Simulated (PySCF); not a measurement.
Si(Cl)(Me)2(NH2) (C2H8ClNSi), SMILES C[Si](C)(N)Cl. Heavy atoms are numbered as in [CH3:1][Si:2]([CH3:3])([NH2:4])[Cl:5]. Hydrogens are named by the atom that carries them.

The structure is a stationary point at B3LYP-D3(BJ)/def2-SVP. One conformer was computed; it need not be the lowest.

Method: r2SCAN/def2-TZVP in PySCF.

ESP charges are fitted to the potential on shells at 1.4 to 2.0 van der Waals radii. Atomic charges (e), one atom of each kind:

```json
[
 {"atom": "C1 (CH3)", "Löwdin": "…", "meta-Löwdin": "-0.63", "Mulliken": "-0.46", "ESP fit": "-0.67"},
 {"atom": "Si2", "Löwdin": "-0.15", "meta-Löwdin": "1.07", "Mulliken": "0.62", "ESP fit": "0.89"},
 {"atom": "N4 (NH2)", "Löwdin": "-0.25", "meta-Löwdin": "-0.74", "Mulliken": "-0.64", "ESP fit": "-1.01"},
 {"atom": "Cl5", "Löwdin": "…", "meta-Löwdin": "-0.37", "Mulliken": "-0.31", "ESP fit": "-0.32"},
 {"atom": "H on C1", "Löwdin": "…", "meta-Löwdin": "0.14", "Mulliken": "0.13", "ESP fit": "0.18"},
 {"atom": "H on N4", "Löwdin": "0.16", "meta-Löwdin": "0.24", "Mulliken": "0.24", "ESP fit": "0.38"}
]
```

**Question.** What belongs in the gaps? (An estimate is asked for; the answer gives what the named calculation found.)

**Answer.** 
- C1 (CH3), Löwdin: -0.44
- Cl5, Löwdin: 0.15
- H on C1, Löwdin: 0.13

**Question.** Give the Mayer and Wiberg (Löwdin basis) orders of the bonds. (The exact figures need the calculation; the answer reports its results.)

**Answer.** 
```csv
bond,Mayer,Wiberg
C1–Si2,1.00,1.18
Si2–C3,1.00,1.18
Si2–N4,1.16,1.51
Si2–Cl5,1.09,1.65
```
